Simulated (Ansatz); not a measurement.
Reaction (formal exchange of groups at a Ge–H bond): `C[O][GeH2][Cl]` + `CNCSS` → `C[NH][GeH]([Cl])[O]C` + `CSS`

Isolated molecules relaxed with PBE0-D4/def2-TZVP in Ansatz; ΔE leaves out vibrations. CBS: MP2 limit from def2 TZ/QZ plus the TZ coupled-cluster correction, frozen cores. Functionals use def2-TZVPP. B3LYP here is the variant with VWN-RPA as its local correlation; programs differ in this. For Ge outer-core shells are correlated without core-valence functions, which leaves a few kJ/mol of doubt a bond. Scalar relativity is left out up to krypton. One conformer a species, not always the lowest.

`C[O][GeH2][Cl]`:

Cartesian coordinates in Å:
```
C 0.327 1.380 0.164
O 0.492 0.233 -0.639
Ge -0.311 -1.255 -0.123
Cl 0.178 -2.681 -1.634
H 0.881 2.196 -0.303
H -0.725 1.684 0.242
H 0.722 1.236 1.179
H -1.834 -1.057 -0.102
H 0.270 -1.736 1.216
```

`CNCSS`:

Cartesian coordinates in Å:
```
C -1.047 0.393 -1.264
N -0.951 -0.071 0.103
C 0.102 -0.977 0.371
S 1.842 -0.376 0.089
S 1.890 1.273 1.283
H -1.237 -0.458 -1.922
H -0.141 0.901 -1.622
H -1.892 1.078 -1.353
H -0.918 0.704 0.754
H 0.052 -1.315 1.406
H 0.039 -1.848 -0.290
H 2.262 0.696 2.445
```

`C[NH][GeH]([Cl])[O]C`:

Cartesian coordinates in Å:
```
C -0.308 1.731 1.507
N 0.314 0.608 0.833
Ge -0.601 -0.880 0.345
Cl -2.383 -0.155 -0.628
O 0.407 -1.776 -0.784
C 0.854 -1.157 -1.974
H -0.479 1.573 2.580
H 0.310 2.625 1.391
H -1.272 1.944 1.042
H 1.242 0.404 1.175
H -1.028 -1.901 1.405
H 0.035 -1.038 -2.691
H 1.614 -1.804 -2.417
H 1.296 -0.173 -1.784
```

`CSS`:

Z-matrix (Å, degrees):
```
C
S 1 1.802
H 1 1.089 2 110.8
H 1 1.090 2 111.1 3 123.0
H 1 1.093 2 106.0 3 -118.4
S 2 2.037 1 103.0 3 -56.7
H 6 1.349 2 99.3 1 -87.6
```

**Question.** Is it downhill or uphill in electronic energy at CCSD(T)/CBS, and by how much? (Best estimate.)

**Answer.** The calculation gave: Downhill: ΔE = -77.4 kJ/mol.

**Question.** What do these levels give: PBE-D4, PBE0-D4, B3LYP-D4, B2PLYP, r2SCAN, PBE0, HF/def2-TZVPP, CCSD(T)/def2-TZVPP, HF/def2-QZVPP, MP2/def2-QZVPP, MP2/CBS(def2), CCSD/CBS(def2)? (An estimate is asked.)

**Answer.** The calculation gave: PBE-D4 -63.1, PBE0-D4 -68.1, B3LYP-D4 -71.2, B2PLYP -74.8, r2SCAN -69.6, PBE0 -67.5, HF/def2-TZVPP -81.3, CCSD(T)/def2-TZVPP -77.2, HF/def2-QZVPP -81.2, MP2/def2-QZVPP -80.1, MP2/CBS(def2) -80.2, CCSD/CBS(def2) -79.3 kJ/mol.

Largest T1 diagnostic among the species: 0.012.

From PBE to PBE0 (25 % exact exchange), in def2-TZVPP and without D4, ΔE moves by −5.0 kJ/mol.
